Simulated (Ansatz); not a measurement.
Two isomers of C2H9AlOSi: A = `[CH3][AlH][O]C[SiH3]`, B = `[CH3][AlH][O][SiH2]C`.

Program: Ansatz. Geometries: PBE0-D4/def2-TZVP. ΔE: electronic, gas phase. CCSD(T)/CBS adds triple-zeta CCSD(T) − MP2 to the extrapolated MP2 energy (def2 sets, frozen cores). DFT in def2-TZVPP. B3LYP here is the variant with VWN-RPA as its local correlation; programs differ in this. Each species was taken in one conformer, which may not be the lowest.

Q: Which is lower in electronic energy at CCSD(T)/CBS, and by how much? (Best estimate.)

A: Computed: B, by 56.0 kcal/mol.

Q: Give E(B) − E(A) in kcal/mol with B3LYP, MP2/def2-TZVPP, B2PLYP, PBE-D4, B3LYP-D4, CCSD(T)/def2-TZVPP, PBE0-D4. (Estimate.)

A: The calculation gave: B3LYP -53.7, MP2/def2-TZVPP -57.4, B2PLYP -55.3, PBE-D4 -50.6, B3LYP-D4 -53.8, CCSD(T)/def2-TZVPP -55.1, PBE0-D4 -53.1. None reverses the order clearly.

Largest T1 diagnostic: 0.012.

From PBE to PBE0 (25 % exact exchange), in def2-TZVPP and without D4, E(B) − E(A) moves by −2.5 kcal/mol.
